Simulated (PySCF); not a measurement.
Ru(CO)2 (C₂O₂Ru), SMILES [O+]#[C-]->[Ru]<-[C-]#[O+] (connectivity only; charge and spin as stated), neutral, multiplicity 3.

The structure is a stationary point at PBE0-D3(BJ)/def2-SVP. The multiplicity is an assumed one; other spin states were not compared. The def2 effective core potentials stand for the cores of Ru; spin–orbit coupling is left out.

All values below come from PySCF with TDA-PBE/def2-SVPD.

Vertical excitations. 

Q: Estimate the UV-visible absorptions. (An estimate is asked for; the answer gives what the named calculation found.)

A: 
```tsv
state	energy (eV)	λ (nm)	f	main pairs
root 1	1.16	1066	0.000	β HOMO→LUMO 99 %
root 2	1.33	930	0.000	β HOMO−1→LUMO 96 %
root 3	1.85	668	0.000	β HOMO−2→LUMO 99 %
root 4	1.86	666	0.018	α HOMO→LUMO 96 %
root 5	1.90	654	0.000	α HOMO→LUMO+1 10 %, β HOMO→LUMO+1 89 %
root 6	2.12	584	0.001	β HOMO−1→LUMO+1 97 %
root 7	2.17	571	0.000	α HOMO→LUMO+1 88 %, β HOMO→LUMO+1 9 %
root 8	2.47	502	0.012	β HOMO−2→LUMO+1 94 %
root 9	3.08	403	0.000	α HOMO−2→LUMO 40 %, β HOMO→LUMO+2 56 %
root 10	3.17	391	0.001	α HOMO−2→LUMO+1 34 %, α HOMO−1→LUMO 11 %, β HOMO→LUMO+3 46 %
```
Unrestricted roots are not spin-pure.
